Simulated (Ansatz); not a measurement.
One change: `[F][Ge]([F])([I])[I]` becomes `[F][Ge]([F])([F])[I]`.

Ansatz, PBE0-D4/def2-TZVP geometries, multiplicity 1. 

Elements past krypton have def2 core potentials. Scalar relativity is left out up to krypton.

```json
{"property": "zero-point energy (PBE0-D4/def2-TZVP) / kJ/mol", "`[F][Ge]([F])([I])[I]`": "16.6"}
{"property": "size of the dipole moment (PBE/def2-TZVPP) / D", "`[F][Ge]([F])([I])[I]`": "2.05"}
{"property": "HOMO energy (B3LYP/def2-TZVPP) / eV", "`[F][Ge]([F])([I])[I]`": "-8.06"}
{"property": "LUMO energy (PBE0/def2-TZVPP) / eV", "`[F][Ge]([F])([I])[I]`": "-2.77"}
{"property": "size of the dipole moment (B3LYP/def2-TZVPP) / D", "`[F][Ge]([F])([I])[I]`": "2.22"}
{"property": "HOMO–LUMO gap (PBE/def2-TZVPP) / eV", "`[F][Ge]([F])([I])[I]`": "3.57"}
```

Q: What does the change do to each property? (Best estimate.)

A: Computed: 
| property | `[F][Ge]([F])([F])[I]` | shift |
| --- | --- | --- |
| zero-point energy (PBE0-D4/def2-TZVP) / kJ/mol | 21.1 | 4.5 |
| size of the dipole moment (PBE/def2-TZVPP) / D | 2.36 | 0.31 |
| HOMO energy (B3LYP/def2-TZVPP) / eV | -8.68 | -0.62 |
| LUMO energy (PBE0/def2-TZVPP) / eV | -2.35 | 0.42 |
| size of the dipole moment (B3LYP/def2-TZVPP) / D | 2.55 | 0.33 |
| HOMO–LUMO gap (PBE/def2-TZVPP) / eV | 4.43 | 0.86 |

With PBE0 the HOMO falls by 0.63 eV and the LUMO rises by 0.42 eV, so the gap widens by about 1.05 eV. PBE moves the HOMO by -0.56 eV and ωB97M-V by -0.69 eV. Dipoles are sizes alone; their direction can turn.

B3LYP here is the variant with VWN-RPA as its local correlation; programs differ in this.

Spin–orbit coupling is left out; it splits and shifts lone-pair levels of the heavy atoms by tenths of an eV.
